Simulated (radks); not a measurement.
Charge is removed step by step from the 2p (averaged over the sub-levels emptied) level of Ir, starting from [Xe] 4f14 5d7 6s2. Method: Dirac Kohn-Sham, PBE, spin-unpolarised, spherical densities, point nucleus; open shells are shared between the two j in proportion to 2j + 1; computed with a radial shooting solver on a logarithmic mesh with Libxc functionals.

| removed (e) | E - E(0) (eV) | eigenvalue (eV) | E minus straight line (eV) |
|---|---|---|---|
| 0 | 0.000 | -11642.3 | 0.000 |
| 0.25 | 2918.2 | -11703.4 | -23.057 |
| 0.5 | 5851.7 | -11764.9 | -30.791 |
| 0.75 | 8800.7 | -11826.6 | -23.129 |
| 1 | 11765.1 | -11888.6 | 0.000 |

Removing the whole electron costs 11765.1 eV by Delta-SCF, against 11642.3 eV from minus the eigenvalue at the starting occupation. Slater's transition state (half an electron removed) gives 11764.9 eV. Integrating minus the eigenvalue over the occupation (Janak's theorem) gives 11765.1 eV. The mean slope of the eigenvalue, de/dn, is 246 eV per electron.
